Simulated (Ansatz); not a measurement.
Gas-phase electronic energies from Ansatz, PBE0-D4/def2-TZVP geometries. CCSD(T)/CBS is the MP2 limit (def2-TZVPP, def2-QZVPP) plus CCSD(T) − MP2 in def2-TZVPP, frozen cores. This one scheme is used for every species. DFT in def2-TZVPP. B3LYP here is the variant with VWN-RPA as its local correlation; programs differ in this. For Ge, Se outer-core shells are correlated without core-valence functions, which leaves a few kJ/mol of doubt a bond. Scalar relativity is left out up to krypton. One conformer a species, not always the lowest.

`C[O][GeH]([Cl])[SeH]` + H–F → `C[O][GeH]([F])[Cl]` + H₂Se  (ligand exchange at a Ge–Se bond)

CCSD(T)/CBS gives +5.5 kJ/mol.

(1) Another level gave -5.1 kJ/mol. Which?
A. PBE0/def2-TZVPP
B. CCSD/def2-TZVPP
C. B3LYP/def2-TZVPP
D. HF/def2-TZVPP

Largest T1 diagnostic among the species: 0.012.

Results:

(1) B. CCSD/def2-TZVPP -5.1, B3LYP -12.1, PBE0 1.5, HF/def2-TZVPP -26.0 kJ/mol.

In def2-TZVPP, CCSD(T) changes the Hartree–Fock value by +24.6 kJ/mol (the triples alone add +3.7 kJ/mol) and MP2 by +32.9 kJ/mol. The D4 term adds +11.5 kJ/mol with B3LYP and +6.4 kJ/mol with PBE0; it sums over pairs of atoms, weighted by their polarisabilities, and B3LYP, whose exchange is more repulsive, gets the larger term.
